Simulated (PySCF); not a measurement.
Compound: C5H6OSi.
Cartesian coordinates in Å at the PBE/cc-pVDZ level; atoms count from 1:
```xyz
13
C5H6OSi angstrom
O      2.9228    1.2174    0.0634
C      2.3010    0.1800   -0.1276
C      0.8206    0.0782   -0.0851
C      0.1555   -1.0987   -0.3012
Si    -1.6940   -0.7162   -0.1390
C     -1.3579    1.1075    0.2228
C     -0.0091    1.2800    0.2004
H      2.8269   -0.7949   -0.3547
H      0.6903   -2.0356   -0.5190
H     -2.4665   -0.9773   -1.4107
H     -2.3556   -1.4714    0.9899
H     -2.0577    1.9306    0.4242
H      0.5084    2.2363    0.3768
```

The calculation used PySCF, PBE/cc-pVDZ geometry optimisation, gas phase.

Take the most abundant isotopes and a rigid rotor. The values belong to one conformer with, in the numbering `[O:1]=[CH:2][C:3]1=[CH:4][SiH2:5][CH:6]=[CH:7]1`, O1–C2–C3–C4 180°.

(1) What are A, B and C (cm⁻¹)?

(2) Classify the top.

(3) Is it planar, by Δ = Ic − Ia − Ib?

(4) Give the other two planar moments, Paa and Pbb, and the rms extents of the mass along the axes.

(5) Where do the levels up to J = 3 lie, in MHz?

(6) Which types of transition are allowed, and where do some lines up to J = 3 fall?

(7) Estimate the classical rotational partition function at 50 K, 100 K and 298.15 K.

## Answers

(1) Ia = 87.02, Ib = 356.47, Ic = 437.42 u·Å²; 505379 MHz·u·Å²/I gives 5808, 1418 and 1155 MHz, that is A = 0.19373, B = 0.04729, C = 0.03854 cm⁻¹.

(2) An asymmetric top: κ = (2 × 1418 − 5808 − 1155)/(5808 − 1155) = -0.89.

(3) Not planar: Δ = Ic − Ia − Ib = -6.07 u·Å². For a rigid frame Δ = −2 Σ m c², so Σ m c² = 3.03 u·Å² lies off the ab plane, practically all of it from hydrogen. The atom farthest from that plane is 1.23 Å away.

(4) Paa = Σ m a² = (Ib + Ic − Ia)/2 = 353.44 and Pbb = Σ m b² = (Ia + Ic − Ib)/2 = 83.98 u·Å². With the mass M = 110.02 u, the rms extents √(P/M) along a, b and c are 1.79, 0.87, 0.17 Å.

(5) Above 0(0,0):
J = 1: 1(0,1) 2573, 1(1,1) 6963, 1(1,0) 7226
J = 2: 2(0,2) 7708, 2(1,2) 11847, 2(1,1) 12634, 2(2,1) 25804, 2(2,0) 25816
J = 3: 3(0,3) 15382, 3(1,3) 19166, 3(1,2) 20740, 3(2,2) 33524, 3(2,1) 33581, 3(3,1) 56137, 3(3,0) 56137
Those of J = 1 are B + C, A + C and A + B.

(6) The dipole components are |μa| = 2.15 D, |μb| = 0.93 D, |μc| = 0.00 D; the mirror of this Cs structure is the ab plane, so μc vanishes by symmetry and there are no c-type lines. Intensities carry the squares of the components, which stand as 1.00 : 0.18 (a : b). Some lines, for components of 0.1 D or more:

| type | branch | J(Ka,Kc) | MHz | lower level (cm⁻¹) |
| --- | --- | --- | --- | --- |
| b | R | 2(0,2) ← 1(1,1) | 745 | 0.232 |
| a | Q | 2(1,1) ← 2(1,2) | 787 | 0.395 |
| a | Q | 3(1,2) ← 3(1,3) | 1574 | 0.639 |
| a | R | 2(1,2) ← 1(1,1) | 4884 | 0.232 |
| b | Q | 2(1,1) ← 2(0,2) | 4926 | 0.257 |
| b | Q | 3(1,2) ← 3(0,3) | 5358 | 0.513 |
| b | R | 1(1,1) ← 0(0,0) | 6963 | 0.000 |
| a | R | 3(2,2) ← 2(2,1) | 7719 | 0.861 |
| a | R | 3(2,1) ← 2(2,0) | 7765 | 0.861 |
| b | R | 2(1,2) ← 1(0,1) | 9274 | 0.086 |
| b | Q | 2(2,0) ← 2(1,1) | 13182 | 0.421 |
| b | Q | 2(2,1) ← 2(1,2) | 13957 | 0.395 |
| b | Q | 3(2,2) ← 3(1,3) | 14358 | 0.639 |
| b | R | 3(2,1) ← 2(1,2) | 21734 | 0.395 |
| b | Q | 3(3,0) ← 3(2,1) | 22557 | 1.120 |
| b | R | 3(3,1) ← 2(2,0) | 30321 | 0.861 |
| b | R | 3(3,0) ← 2(2,1) | 30333 | 0.861 |

(7) Point group Cs, symmetry number σ = 1; q = (√π/σ)·√((kT/h)³/(ABC)), k/h = 20836.6 MHz/K: 19300 at 50 K, 54700 at 100 K, 281000 at 298.15 K.

No frequency check. Zero-point vibration and centrifugal distortion are left out.

Time: 57 s; peak memory 0.60 GiB. Hardware: one thread of an Arm Neoverse V1, no GPU, shared host with 32 logical CPUs at a one-minute load of 14. This is the geometry optimisation.
